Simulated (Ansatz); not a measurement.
Reaction (formal exchange of groups at the Si–F bond): `O[SiH](F)[AlH2]` + `CF` → `O[SiH]([AlH2])CF` + H–F

Isolated molecules relaxed with PBE0-D4/def2-TZVP in Ansatz; ΔE leaves out vibrations. CCSD(T)/CBS is the MP2 limit (def2-TZVPP, def2-QZVPP) plus CCSD(T) − MP2 in def2-TZVPP, frozen cores. This one scheme is used for every species. DFT in def2-TZVPP. B3LYP here is the variant with VWN-RPA as its local correlation; programs differ in this. Each species was taken in one conformer, which may not be the lowest.

`O[SiH](F)[AlH2]`:

Z-matrix (Å, degrees):
```
Si
F 1 1.610
Al 1 2.471 2 110.8
O 1 1.646 2 109.7 3 -115.5
H 1 1.493 2 103.8 3 127.9
H 3 1.589 1 120.0 2 139.3
H 3 1.587 1 120.4 2 -41.5
H 4 0.959 1 118.7 2 -71.2
```

`CF`:

```xyz
5

C     0.040   -0.013    0.044
F    -0.872    0.287   -0.942
H     0.006   -1.086    0.248
H    -0.214    0.545    0.948
H     1.040    0.267   -0.297
```

`O[SiH]([AlH2])CF`:

Cartesian coordinates in Å:
```
O -0.880 -0.074 1.865
Si -0.300 0.480 0.414
Al 2.142 0.134 0.154
C -1.209 -0.295 -1.062
F -2.566 0.004 -1.051
H -0.537 -0.904 2.196
H -0.642 1.929 0.398
H 2.958 0.818 -1.027
H 2.925 -0.792 1.188
H -1.107 -1.387 -1.076
H -0.782 0.086 -1.999
```

H–F:

Z-matrix (Å, degrees):
```
F
H 1 0.920
```

Task: Is it downhill or uphill in electronic energy at CCSD(T)/CBS, and by how much? (Estimate.)

Result: The calculation gave: Uphill: ΔE = +1.77 eV.

Task: What do these levels give: B3LYP-D4, PBE, B3LYP, SCS-MP2/def2-TZVPP, HF/def2-QZVPP, CCSD/CBS(def2)? (Best estimate.)

Result: Ansatz gave: B3LYP-D4 1.81, PBE 1.67, B3LYP 1.88, SCS-MP2/def2-TZVPP 1.86, HF/def2-QZVPP 2.11, CCSD/CBS(def2) 1.82 eV.

Largest T1 diagnostic among the species: 0.012.

In def2-TZVPP, CCSD(T) changes the Hartree–Fock value by −0.31 eV (the triples alone add −0.04 eV) and MP2 by −0.29 eV. From PBE to PBE0 (25 % exact exchange), in def2-TZVPP and without D4, ΔE moves by +0.06 eV. The D4 term adds −0.07 eV with B3LYP and −0.04 eV with PBE0; it sums over pairs of atoms, weighted by their polarisabilities, and B3LYP, whose exchange is more repulsive, gets the larger term.
